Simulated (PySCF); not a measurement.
Problem. Write a Z-matrix for `OCC1CCCC1` (cyclopentanemethanol) as optimised with GFN2-xTB.

Solution. 
Z-matrix in Å and degrees, rows numbered from 1:
```
O 
C   1  1.4079
C   2  1.5287  1  113.07
C   3  1.5326  2  112.99  1   -60.17
C   4  1.5239  3  103.40  2  -156.20
C   5  1.5284  4  102.92  3    42.15
C   6  1.5383  5  105.07  4   -34.84
H   1  0.9637  2  108.59  3   -55.47
H   2  1.0928  1  105.35  3  -120.39
H   2  1.1014  1  110.32  3   122.91
H   3  1.0968  2  108.21  1    60.24
H   4  1.0909  3  109.50  2   -39.03
H   4  1.0887  3  112.47  2    81.43
H   5  1.0891  4  112.79  3   163.60
H   5  1.0916  4  109.94  3   -75.30
H   6  1.0891  5  112.30  4  -156.88
H   6  1.0906  5  109.43  4    83.31
H   7  1.0896  3  110.57  2  -104.44
H   7  1.0901  3  110.53  2    14.53
```

The 5-membered ring C3–C4–C5–C6–C7 has internal angles of 102.9° to 106.4° (sum 523°, against 540° for a flat polygon); it is puckered, 0.18 Å rms from its mean plane, widest ring torsion 42°. Of the pairs four or more bonds apart, H8···H11 is among the closest relative to their van der Waals radii: 2.43 Å, 101 % of the sum of Bondi's values.

Computed geometry: GFN2-xTB, gas phase.

Point group: C1 (no symmetry element, even within 0.4 Å). Whether it is a minimum is left open (no frequencies). One conformer, not necessarily the lowest (H–O1–C2–C3 -55°, O1–C2–C3–C4 -60°, C2–C3–C4–C5 -156°, C3–C4–C5–C6 42°, C4–C5–C6–C7 -35°, C5–C6–C7–C3 14°).
